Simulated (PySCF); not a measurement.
Isomers of C5H14BN, from PBE0-D3(BJ)/def2-SVP geometry optimisation, gas phase (PySCF 2.14.0). One conformer each, no zero-point energy, no frequencies.

Question: Which is lowest in electronic energy at this level?
A. `[CH3:1][N+:2]1([CH3:3])[BH2-:4][CH2:5][CH2:6][CH2:7]1` with C1–N2–B4–C5 156°, N2–B4–C5–C6 -16°, B4–C5–C6–C7 -8°, C5–C6–C7–N2 34°: A = 3979, B = 2221, C = 2094 MHz, dipole 4.44 D
B. `[CH3:1][CH2:2][CH2:3][BH:4][N:5]([CH3:6])[CH3:7]` with C1–C2–C3–B4 -176°, C2–C3–B4–N5 -89°: A = 5974, B = 1110, C = 1028 MHz, dipole 1.68 D
C. `[BH3-:1][N@H+:2]([CH3:3])[CH:4]1[CH2:5][CH2:6][CH2:7]1` with B1–N2–C4–C5 -172°, N2–C4–C5–C6 142°, C4–C5–C6–C7 -19°, C5–C6–C7–C4 20°, N2–C4–C7–C6 -143°: A = 4671, B = 1861, C = 1444 MHz, dipole 5.40 D

Answer: B. That is `CCCBN(C)C`, 19.3 kcal/mol below the next.

| SMILES | mapped SMILES | E (Eh) | relative (kcal/mol) | relative (kJ/mol) | dipole (D) |
| --- | --- | --- | --- | --- | --- |
| CCCBN(C)C | [CH3:1][CH2:2][CH2:3][BH:4][N:5]([CH3:6])[CH3:7] | -278.06562 | 0.0 | 0.0 | 1.68 |
| C[N+]1(C)[BH2-]CCC1 | [CH3:1][N+:2]1([CH3:3])[BH2-:4][CH2:5][CH2:6][CH2:7]1 | -278.03492 | 19.3 | 80.6 | 4.44 |
| [BH3-][N@H+](C)C1CCC1 | [BH3-:1][N@H+:2]([CH3:3])[CH:4]1[CH2:5][CH2:6][CH2:7]1 | -278.00506 | 38.0 | 159.0 | 5.40 |

As drawn, the highest has a four-membered ring and an N–H bond, which the lowest lacks.
